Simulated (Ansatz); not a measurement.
The same path of ClF3H4HfOSi (11 atoms, charge 0, multiplicity 1) was run twice with different band settings. Lost on the way: Cl10–H11. Made: O2–H11.

These are results of RKS BHLYP-D4/def2-SVP (Ansatz 0.2.0), not measurements.

Relaxed end points:

```xyz
11
Properties=species:S:1:pos:R:3
Hf -0.106 -0.108 0.136
O -0.971 -0.136 1.863
Si -1.653 -0.239 3.367
H -2.961 -0.923 3.271
H -0.758 -1.013 4.255
H -1.842 1.119 3.920
F 1.795 0.228 0.221
F -0.774 1.465 -0.706
F -0.685 -1.518 -1.022
Cl 1.365 -2.483 1.339
H 2.420 -1.758 1.210
```

```xyz
11
Properties=species:S:1:pos:R:3
Hf 0.333 -0.364 0.051
O 0.021 -0.583 2.320
Si -1.479 -0.487 3.156
H -2.281 -1.681 2.858
H -1.101 -0.458 4.583
H -2.127 0.764 2.747
F 0.344 -0.364 -1.854
F 0.993 1.384 0.427
F -1.572 -0.570 0.287
Cl 1.920 -2.106 0.462
H 0.777 -0.901 2.816
```

Common settings: movable images 5; climbing image yes; spring 5.0 eV/Å²; optimiser quadratic models (default); force threshold 0.05 eV/Å; iteration limit 60; end points relaxed.

| run | start path |
| --- | --- |
| 1 | through a guess of the saddle point |
| 2 | straight line |

Q: What does each run give, and how far can it be trusted?

A: Run 1: converged after 33 iterations, highest image 0.243 eV above the first end. The profile has 2 maxima (images 2, 5) with wells between them (image 4): this band takes more than one step, which may be the mechanism or a detour left from its start path. A vibrational analysis at the climbing image gives one clearly imaginary mode, 602i cm⁻¹: a first-order saddle point.
Run 2: converged after 28 iterations, highest image 0.253 eV above the first end. The order of the point at the top wasn't checked.
The orbitals stay closed-shell, which can raise the energy where a bond breaks towards radicals; this wasn't checked here.
